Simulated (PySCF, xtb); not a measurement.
Cd(F)(Et) (C₂H₅CdF), SMILES C[CH2][Cd][F].

xtb with GFN2-xTB at its own geometry gives an orbital gap of 3.13 eV and a dipole moment of 5.06 D.

Coordinates come from a B3LYP-D3(BJ)/def2-SVP optimisation. The structure was generated by enumeration; whether it is a known compound was not checked. The def2 effective core potentials stand for the cores of Cd; spin–orbit coupling is left out. The values are those of a single conformer.

### Question
What does PBE/def2-TZVPD (PySCF) give? (An estimate is asked for; the answer gives what the named calculation found.)

### Answer
gap 5.02 eV (levels -6.79 and -1.77 eV), dipole 3.70 D.
